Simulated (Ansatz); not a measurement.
F2IIn (`[F][In]([F])[I]`) at its PBE0-D4/def2-TZVP geometry, where that method's forces vanish. Total charge 0; spin multiplicity 1. In, I takes the def2 core potential.

```xyz
4

F     0.7343   -0.2552   -1.8338
In   -0.0566   -0.0284   -0.0901
F    -1.9562   -0.3574   -0.1118
I     1.2785    0.6410    2.0357
```

(1) What forces (eV/Å) does B3LYP-D4/def2-TZVPP give on these atoms in Ansatz? (Estimate.)

## Answers

(1) Ansatz gave: 
```
F1   0.134 -0.042 -0.312
In2  0.062  0.031  0.098
F3  -0.337 -0.060 -0.011
I4   0.141  0.071  0.225
```

B3LYP here is the variant with VWN-RPA as its local correlation; programs differ in this.
